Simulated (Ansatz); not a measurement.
The first iterations of a band of BClF2 + H2 (6 atoms, charge 0, multiplicity 1).

Level of theory: RKS PBE/def2-SVP in Ansatz 0.2.0.

```
movable images  : 5
climbing image  : yes
spring          : 5.0 eV/Å²
optimiser       : quadratic models (default)
start path      : through a guess of the saddle point
force threshold : 0.05 eV/Å
iteration limit : 60
end points      : relaxed
```

First end point:

```xyz
6
Properties=species:S:1:pos:R:3
B 0.017 0.483 -0.052
F 0.006 0.806 1.232
Cl 1.517 0.498 -0.960
F -1.124 0.163 -0.642
H 0.349 -2.400 0.813
H 0.263 -2.015 1.472
```

Last end point:

```xyz
6
Properties=species:S:1:pos:R:3
B 0.102 -0.444 -0.418
F 0.093 -0.018 1.868
Cl 1.527 0.464 -0.924
F -1.101 0.074 -0.623
H 0.210 -1.612 -0.099
H 0.196 -0.930 2.061
```

| iteration | highest image above the first end (eV) | largest band force component (eV/Å) |
| --- | --- | --- |
| 1 | 3.079 | 4.314 |
| 2 | 1.874 | 2.885 |
| 3 | 1.851 | 2.392 |
| 4 | 1.873 | 1.354 |
| 5 | 1.793 | 0.744 |
| 6 | 1.761 | 0.578 |
| 7 | 1.744 | 0.408 |

Task: Does the band converge within its limit, and where does its top end?

Result: The run converged. It ended after 22 iterations with the highest image 1.763 eV above the first end. A vibrational analysis at the climbing image gives one clearly imaginary mode, 956i cm⁻¹: a first-order saddle point. The orbitals stay closed-shell, which can raise the energy where a bond breaks towards radicals; this wasn't checked here.

The run took 75 s on 1 thread of Intel(R) Xeon(R) 6975P-C (Granite Rapids) (shared host), peak memory 0.13 GiB.
